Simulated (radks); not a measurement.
The numbers below are computed, except where a source is named.
All-electron atom: the chlorine ion Cl3+ in [Ne] 3s2 3p2. Level of theory: scalar-relativistic Kohn-Sham, BLYP, spin-polarised, spherical densities, finite nucleus; open shells are filled with parallel spins first; Fermi nuclear charge, rms radius 3.3654 fm (a radial shooting solver on a logarithmic mesh with Libxc functionals).

Normalised radial functions P(r) = r R(r), r in bohr:

```
   r/bohr * 2s up, o 3s up, + 3s down (the largest magnitude, 1.56, reaches the edge; | marks zero, & curves that meet)
 0.006798                             |&  *
 0.008573                             | &  *
   0.0109                             | &   *
  0.01385                             |  &   *
  0.01747                             |  &     *
  0.02221                             |   &     *
  0.02801                             |   &      *
  0.03561                             |   &       *
  0.04527                             |    &       *
  0.05709                             |   &       *
  0.07258                             |   &      *
  0.09153                             | &    *
   0.1164                             & *
   0.1479                        *  & |
   0.1865                *       &    |
   0.2371        *             &      |
   0.3015   *                 &       |
   0.3802  *                   &      |
   0.4833     *                    &  |
   0.6095           *                 |  &
   0.7748                  *          |        o+
    0.985                        *    |              &
    1.242                           * |               &
    1.579                            *|             &
    2.007                             *        o+
    2.532                             *    &
    3.218                             * &
    4.059                             &+
     5.16                             &
```

2s up: eigenvalue -297.48 eV, 1 radial node at r = 0.124 bohr, <r> = 0.444 bohr, 90 % of the charge inside 0.694 bohr. 3s up: eigenvalue -59.905 eV, 2 radial nodes at r = 0.121, 0.551 bohr, <r> = 1.39 bohr, 90 % of the charge inside 2.06 bohr. 3s down: eigenvalue -56.975 eV, 2 radial nodes at r = 0.121, 0.550 bohr, <r> = 1.40 bohr, 90 % of the charge inside 2.09 bohr.
